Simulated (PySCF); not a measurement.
This script is equivalent to a calculation on He⁺ (helium, charge +1).

```python
from pyscf import gto, scf, dft, mp, cc
import basis_set_exchange as bse
mol = gto.M(atom="He 0 0 0", charge=1, spin=1, symmetry="D2h",
            basis=gto.basis.parse(bse.get_basis("def2-QZVPPD", elements=["He"], fmt="nwchem")))
mf = dft.UKS(mol, xc="M06")
mf.irrep_nelec = {'Ag': (1, 0)}
mf.kernel()
```

What total energy does it give?

-2.000 hartree (calculated).

Which occupied shell lies highest, and where?

1s α, at -44.907 eV.

What is ⟨S²⟩, and what would a pure spin state give?

0.750, against 0.75.

For one electron the Hartree and exchange-correlation energies should cancel; what remains is the self-interaction error.
